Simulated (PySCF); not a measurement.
**Working out the excitation energy of B⁺**

B⁺ [He] 2s2 (1S) → B⁺ [He] 2s1 2p1 (3P). All numbers are calculated (PySCF 2.14, the non-relativistic Hamiltonian (point nucleus), in def2-TZVPPD). Frozen: 1s2. Energies in hartree (1 hartree = 27.21139 eV):

```
            part  B⁺ (lower)  B⁺ (upper)
             UHF  -24.236833  -24.121594
CCSD correlation   -0.059485   -0.004686
             (T)    0.000000    0.000000
```

Problem. What does Hartree-Fock give?

Solution. (-24.121594) − (-24.236833) = 0.115239 hartree = 3.136 eV.

Problem. What do CCSD and CCSD(T) give?

Solution. The CCSD correlation energies differ by 0.054799 hartree = 1.491 eV and the triples by 0.000000 hartree = 0.000 eV, so CCSD gives 4.627 eV and CCSD(T) 4.627 eV.

Measured between the centres of the two terms (NIST): 4.631 eV, so CCSD(T) (valence) is off by -0.004 eV.

The coupled-cluster amplitudes are large, so a single reference is strained.

What remains against the reference includes basis incompleteness, the frozen core and higher excitations.
